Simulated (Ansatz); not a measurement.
Results of the Gaussian-basis code of Ansatz.

C3H5F3O (`CC(F)OC(F)F`) at its PBE0-D4/def2-TZVP geometry, where that method's forces vanish. Charge 0, multiplicity 1.

| atom | x (Å) | y (Å) | z (Å) |
| --- | --- | --- | --- |
| C1 | 0.5924 | -0.4099 | 1.6470 |
| C2 | -0.2826 | 0.0265 | 0.5141 |
| F3 | -0.8194 | 1.2699 | 0.7877 |
| O4 | 0.4971 | 0.1226 | -0.6377 |
| C5 | -0.1980 | 0.3116 | -1.7971 |
| F6 | 0.6981 | 0.5836 | -2.7462 |
| F7 | -0.8419 | -0.8277 | -2.1511 |
| H8 | 0.0125 | -0.4347 | 2.5694 |
| H9 | 1.4211 | 0.2906 | 1.7584 |
| H10 | 0.9897 | -1.4051 | 1.4459 |
| H11 | -1.1325 | -0.6436 | 0.3461 |
| H12 | -0.9365 | 1.1163 | -1.7366 |

(1) For each bond, give half the difference of the two atoms' forces along it (eV/Å; positive pushes the atoms apart) under PBE-D4, r2SCAN-D4, B3LYP-D4, ωB97M-V in def2-TZVPP. (Best estimate.)

Results:

(1) The calculation gave: 
```tsv
bond	length (Å)	PBE-D4	r2SCAN-D4	B3LYP-D4	ωB97M-V
C1–C2	1.497	-0.09	-0.02	0.04	0.10
C1–H8	1.090	0.09	-0.03	-0.07	-0.08
C1–H9	1.091	0.11	-0.03	-0.06	-0.07
C1–H10	1.090	0.09	-0.03	-0.06	-0.07
C2–F3	1.382	0.58	0.33	0.37	0.20
C2–O4	1.394	0.24	0.21	0.16	0.13
C2–H11	1.095	0.03	-0.13	-0.20	-0.21
O4–C5	1.365	0.28	0.16	0.10	0.11
C5–F6	1.333	0.55	0.26	0.28	0.20
C5–F7	1.356	0.57	0.29	0.34	0.18
C5–H12	1.094	-0.09	-0.20	-0.25	-0.25
```

B3LYP here is the variant with VWN-RPA as its local correlation; programs differ in this.
